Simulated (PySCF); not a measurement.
# Assigning NMR signals

Atoms are numbered as in `[NH2:1][C:2](=[O:3])[C:4]#[C:5][CH2:6][CH:7]=[O:8]`; H(Xn) means a hydrogen on atom n. Ha(N1) is cis to the C=O or C=S heteroatom; Hb(N1) is trans to the C=O or C=S heteroatom.

PySCF 2.14 calculation with shieldings: GIAO PBE0/pcSseg-1 and GFN2-xTB geometry; one conformer, rapidly exchanging positions averaged, non-relativistic, no solvent model.

δ = σ(ref) − σ, references computed at the same level: TMS for $^{13}$C and $^{1}$H.

Q: Assign these signals to the numbered atoms. $^{13}$C{$^{1}$H} NMR (computed): δ 197.6, 154.0, 88.6, 82.2, 37.7.

A: 
| δ (ppm) | atoms | environment | reason |
| --- | --- | --- | --- |
| 197.6 | C7 | aldehyde carbonyl carbon | the double bond to the heteroatom, with no lone-pair donor beside it, deshields it most |
| 154.0 | C2 | amide carbonyl carbon | lone-pair donation from the attached heteroatom keeps it upfield of a ketone carbonyl |
| 88.6 | C4 | alkyne carbon | sp carbons lie upfield of alkene carbons because the cylindrical π system leaves one tensor component strongly shielded |
| 82.2 | C5 | alkyne carbon | – |
| 37.7 | C6 | sp3 CH2 α to a carbonyl | α to the electron-withdrawing carbonyl group |

Q: Assign these signals to the numbered atoms. $^{1}$H NMR (600 MHz, computed): δ 9.72 (t, 1H), 5.43 (br, 1H), 4.63 (br, 1H), 3.51 (d, 2H).

A: 
| δ (ppm) | atoms | environment | reason |
| --- | --- | --- | --- |
| 9.72 | H(C7) | hydrogen on an aldehyde carbonyl carbon | deshielded by the polar, anisotropic C=O bond |
| 5.43 | Hb(N1) | hydrogen on an amide-type nitrogen | exchangeable, gas-phase position |
| 4.63 | Ha(N1) | hydrogen on an amide-type nitrogen | – |
| 3.51 | H(C6) | hydrogen on an sp3 CH2 α to a carbonyl | – |

The OH or NH signal is concentration- and solvent-dependent in practice; the value given is the gas-phase one. The two substituents on the amide-type nitrogen aren't averaged: C–N rotation is slow on the NMR time scale. Shifts are as computed. Against solution values, carbons near 30 ppm lie about +3 ppm off and those near 130 ppm about +5 ppm. Of 1211 compounds with measured shifts, 218 miss one by over three times the rms of a fit or turn the order of signals round; such compounds aren't used in these exercises. Hydrogen bonding in solution deshields acid and N–H amide carbonyl carbons by as much as 10 ppm beyond these values. No couplings were computed; multiplicities are counted from neighbouring protons, with m where these are inequivalent, close in shift, in a saturated or five-membered ring or joined by F or P, and br s for small geminal =CH2 splittings.
